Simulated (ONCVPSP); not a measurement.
Transferability test, ONCV potential for cerium (Ce)

ONCVPSP 4.0.1 input, shortened (lines: element, Z, core and valence counts, functional; n l f; lmax; l rc ep ncon nbas qcut; lloc lpopt rc5 dvloc0; l nproj debl; icmod fcfact rcfact), PBEsol, scalar-relativistic:

```
  Ce 58.00    9    5  -116133      upf
    1    0    2.00
    2    0    2.00
    2    1    6.00
    3    0    2.00
    3    1    6.00
    3    2   10.00
    4    0    2.00
    4    1    6.00
    4    2   10.00
    4    3    1.00
    5    0    2.00
    5    1    6.00
    5    2    1.00
    6    0    2.00
    3
    0    2.90    0.00    5    9    4.90
    1    1.90    0.00    4    8    3.60
    2    3.60    0.00    4    9    4.70
    3    1.80    0.00    5   10    9.90
    4    1    1.35    4.00
    0    2    2.20
    1    2    0.40
    2    2    0.40
    3    2    1.20
    1    0.45    0.00
```

In the p channel the program set the typed energies aside and used -0.854, 0.250 Ha.

Energies are relative to the spin-unpolarised reference configuration 4f1 5s2 5p6 5d1 6s2; without spin polarisation the order of configurations can differ from experiment.

```csv
valence configuration,charge,ΔE all-electron (eV),error AE − PS (meV)
4f1 5s2 5p6 5d0 6s0,+3,36.278,+1.0
4f1 5s2 5p6 5d2 6s0,+1,6.256,-14
```

(1) What are ΔE and the potential's error for 4f1 5s2 5p6 5d1 6s0?

(2) What are ΔE and the potential's error for 4f1 5s2 5p6 5d1 6s1?

Note: no bound ghost flagged; GHOST(+) flagged for s at 69.4 eV.

## Answers

(1) ΔE = 17.141 eV all-electron; the error (AE − PS) is -8.3 meV.

(2) ΔE = 6.103 eV all-electron; the error (AE − PS) is -1.9 meV.
